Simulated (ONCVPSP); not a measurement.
An all-electron radial function and its pseudo partner (fluorine)

Columns: radius, all-electron u(r) and pseudo u(r) of the 2p shell (level -38.25 eV) of fluorine in the configuration [He] 2s2 2p3.5; PBE, scalar-relativistic, ONCV scheme, ONCVPSP 4.0.1.

```
r (bohr)  all-electron  pseudo
   0.053        0.0540  0.0268
   0.105        0.1694  0.1011
   0.158        0.3098  0.2160
   0.210        0.4477  0.3532
   0.262        0.5744  0.4990
   0.315        0.6864  0.6417
   0.368        0.7791  0.7662
   0.420        0.8521  0.8639
   0.473        0.9087  0.9358
   0.525        0.9480  0.9805
   0.578        0.9737  1.0042
   0.630        0.9862  1.0104
   0.683        0.9883  1.0047
   0.735        0.9815  0.9911
   0.788        0.9672  0.9718
   0.840        0.9473  0.9491
   0.893        0.9225  0.9229
   0.945        0.8946  0.8946
   0.998        0.8635  0.8635
   1.050        0.8312  0.8311
   1.102        0.7976  0.7976
   1.155        0.7627  0.7627
   1.208        0.7275  0.7275
   1.260        0.6931  0.6931
   1.313        0.6584  0.6584
   1.365        0.6250  0.6250
```

(1) How many radial nodes do the two functions have?

(2) At about which radius was the pseudo-wave matched?

(3) Is the pseudo-wave norm-conserving?

Answers

(1) The all-electron 2p function has n − l − 1 = 0; the pseudo-wave has 0.

(2) 1.00 bohr. The columns agree to 0.0005 from 0.89 bohr on; several derivatives are matched, so the curves merge somewhat inside the radius.

(3) Yes: the ONCV scheme keeps the norm inside the radius equal to the all-electron one, which fixes the energy derivative of the logarithmic derivative at the level.
